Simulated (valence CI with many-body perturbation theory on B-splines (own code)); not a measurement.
**Level structure of Cd26+**

Computed by relativistic CI+MBPT: four valence electrons over a frozen Dirac-Fock core [Ar], a basis of 9 s, 9 p, 10 d, 8 f, 5 g, 3 h, 1 i functions for each j, with the one-electron correlation potential Σ1 (screened to all orders), the two-electron term Σ2, the three-electron term Σ3, Breit, model QED; selected single and double excitations, second order for the rest (own B-spline code, finite nucleus).

No measured spectrum was set against this ion. As an estimate, large intervals hold to a few tenths of a per cent, small ones and those within an open d or f shell to about a per cent. Core correlation moves these levels by up to 9200 cm⁻¹, and in measured spectra 5 to 20 % of such shifts remained as error; rates that hang on mixing are uncertain with them. Only levels of the ground parity were solved; by the run's estimate the other parity begins above the list, which can be wrong where configurations are misplaced.

Levels 1 to 34 of 34, with energies above the lowest level, 3d⁴ ⁵D_0 [a]. "Leading %" is the weight of the configuration and term that name the level; weights of strongly mixed levels are sums over their largest components and can fall short. In the jj column 3d3/2^4 stands for four electrons in 3d with j = 3/2.

```tsv
No.	Configuration	Term	J	E (cm⁻¹)	Leading %	Leading jj	g
1	3d⁴	⁵D	0	0	56	3d3/2^4 (83 %)	
2	3d⁴	⁵D	1	33267	81	3d3/2^3 3d5/2 (88 %)	1.496
3	3d⁴	⁵D	2	58442	89	3d3/2^2 3d5/2^2 (54 %)	1.458
4	3d⁴	⁵D	3	75836	81	3d3/2^2 3d5/2^2 (48 %)	1.427
5	3d⁴	⁵D	4	83134	54	3d3/2^3 3d5/2 (61 %)	1.325
6	3d⁴	⁵D	0	118040	42	3d3/2^2 3d5/2^2 (78 %)	
7	3d⁴	³H	4	126610	52	3d3/2^2 3d5/2^2 (56 %)	1.027
8	3d⁴	³G	3	148450	62	3d3/2^2 3d5/2^2 (52 %)	0.917
9	3d⁴	³F	2	152480	63	3d3/2^2 3d5/2^2 (56 %)	0.844
10	3d⁴	³H	5	157090	74	3d3/2^2 3d5/2^2 (99 %)	1.072
11	3d⁴	³P	1	160000	72	3d3/2^2 3d5/2^2 (69 %)	1.351
12	3d⁴	³H	6	168810	70	3d3/2^2 3d5/2^2 (91 %)	1.113
13	3d⁴	³G	4	184800	66	3d3/2^2 3d5/2^2 (83 %)	1.027
14	3d⁴	³D	2	190630	45	3d3/2^2 3d5/2^2 (80 %)	1.234
15	3d⁴	³D	3	198530	44	3d3/2^2 3d5/2^2 (66 %)	1.179
16	3d⁴	³F	4	199270	44	3d3/2 3d5/2^3 (55 %)	1.144
17	3d⁴	³F	3	218720	39	3d3/2 3d5/2^3 (78 %)	1.077
18	3d⁴	³P	2	228310	36	3d3/2 3d5/2^3 (50 %)	1.135
19	3d⁴	³G	5	232240	74	3d3/2 3d5/2^3 (99 %)	1.154
20	3d⁴	³D	1	241460	83	3d3/2 3d5/2^3 (78 %)	0.665
21	3d⁴	¹I	6	242210	70	3d3/2 3d5/2^3 (91 %)	1.047
22	3d⁴	¹S	0	268860	71	3d3/2 3d5/2^3 (80 %)	
23	3d⁴	³F	4	269690	45	3d3/2^2 3d5/2^2 (55 %)	1.099
24	3d⁴	³P	2	276750	43	3d3/2^2 3d5/2^2 (57 %)	1.183
25	3d⁴	¹F	3	288310	58	3d3/2 3d5/2^3 (83 %)	1.064
26	3d⁴	³P	2	303640	60	3d3/2^2 3d5/2^2 (57 %)	1.218
27	3d⁴	³F	4	326660	58	3d5/2^4 (60 %)	1.148
28	3d⁴	³F	3	342220	76	3d3/2 3d5/2^3 (97 %)	1.065
29	3d⁴	³F	2	342540	50	3d5/2^4 (47 %)	0.900
30	3d⁴	³P	1	347010	97	3d3/2 3d5/2^3 (93 %)	1.475
31	3d⁴	¹G	4	363370	73	3d3/2 3d5/2^3 (84 %)	1.055
32	3d⁴	³P	0	363490	82	3d3/2^2 3d5/2^2 (51 %)	
33	3d⁴	¹D	2	439040	90	3d3/2 3d5/2^3 (44 %)	0.997
34	3d⁴	¹S	0	544670	90	3d3/2^2 3d5/2^2 (43 %)
```

Names give the largest LS component (configuration and term), which can be under half, so a name can repeat, a term be missing and a line seem to break the LS rules; names also repeat where a configuration has a term twice.

The ionisation energy to 3d³ ⁴F3/2 of the next ion comes out as 1400.9 eV (NIST: 1401 ± 4 eV (theoretical)). All 34 levels together are meant to be complete up to 566430 cm⁻¹.
